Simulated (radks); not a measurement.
Polarisability of the mercury ion Hg+, [Xe] 4f14 5d10 6s1, at imaginary frequency. Method: scalar-relativistic Kohn-Sham, LDA (Slater exchange, VWN5 correlation), spin-polarised, spherical densities, finite nucleus; open shells are filled with parallel spins first (spin-orbit coupling, left out, can overturn this in heavy ions); Fermi nuclear charge, rms radius 5.4648 fm; computed with a radial shooting solver on a logarithmic mesh with Libxc functionals. Response by self-consistent Sternheimer equations with the Hartree and adiabatic LDA kernel, the relativistic mass of each level held fixed and spin-orbit coupling left out.

w (hartree),alpha1(iw) (bohr^3),alpha2(iw) (bohr^5)
0.00266,18.25,95.08
0.0143,18.23,94.88
0.0360,18.10,93.79
0.0697,17.71,90.69
0.118,16.81,84.79
0.186,15.22,76.41
0.280,13.00,66.12
0.413,10.47,54.10
0.605,8.016,41.04
0.892,5.810,28.52
1.35,3.899,17.97
2.12,2.314,9.996
3.59,1.137,4.609
6.94,0.4255,1.540
17.5,0.1029,0.2826

Static values: alpha1 = 18.25 bohr^3 (2.705 angstrom^3; uncoupled 32.92), alpha2 = 95.09 bohr^5, alpha3 = 904.9 bohr^7. C6 = 138.5, C8 = 3459, triple-dipole C9 = 1666 atomic units. One-pole (London) frequency 4 C6 / (3 alpha1^2) = 0.554 hartree, against 0.566 for minus the highest occupied eigenvalue.
